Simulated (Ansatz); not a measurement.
Cost and result up the ladder for BiH2Et (C2H7Bi) (10 atoms). Total charge 0; singlet. Geometry: PBE-D4/def2-SVP.

Cartesian coordinates in Å:
```
Bi -1.545 -1.153 -0.590
C 0.553 -0.272 -0.117
C 0.543 1.251 -0.097
H -1.099 -2.787 0.079
H -2.177 -0.652 1.044
H 1.222 -0.675 -0.904
H 0.864 -0.706 0.852
H 1.559 1.660 0.099
H 0.204 1.684 -1.062
H -0.124 1.651 0.695
```

Ansatz on 2 threads of Intel Xeon Platinum 8559C on a shared host. Times are rough, and most runs start from the orbitals of an earlier one. CAM-B3LYP-D4/def2-TZVP serves as the yardstick here, not as an exact answer. Differences are given only for rows in sets of like size (and for xTB, whose basis is part of the method), since another set adds its own error. Binding counts from free atoms at the same level (Bi quartet, C triplet, H doublet; other spins of the atoms weren't run), without zero-point energy or a counterpoise term.

In the def2 sets Bi takes a core potential; there is no spin–orbit coupling. LC-ωPBE has ω = 0.4 bohr⁻¹. Correlated methods freeze 6 core orbitals; core or outer-core shells of Bi are correlated, in sets that lack core-valence functions. Another isomer (singlet) lies 0.21 eV lower at PBE0-D4/def2-TZVP; other spin states weren't run for this one.

Correlated methods converge slowly with the basis.

```
                         level  functions  wall time  binding energy per atom (eV)  difference from CAM-B3LYP-D4/def2-TZVP (eV)
               PBE-D4/def2-SVP         89     0.65 s                          3.40                                            –
              PBE0-D4/def2-SVP         89     0.75 s                          3.35                                            –
PBE-D4/def2-TZVP (with forces)        154      1.5 s                          3.39                                         0.04
             LC-ωPBE/def2-TZVP        154      1.6 s                          3.28                                        -0.08
             PBE0-D4/def2-TZVP        154      1.6 s                          3.34                                        -0.02
        CAM-B3LYP-D4/def2-TZVP        154      1.6 s                          3.36                                         0.00
           r2SCAN-D4/def2-TZVP        154        2 s                          3.33                                        -0.03
          r2SCAN0-D4/def2-TZVP        154      2.1 s                          3.29                                        -0.07
             CCSD(T)/def2-TZVP        154       20 s                          3.21                                        -0.15
```
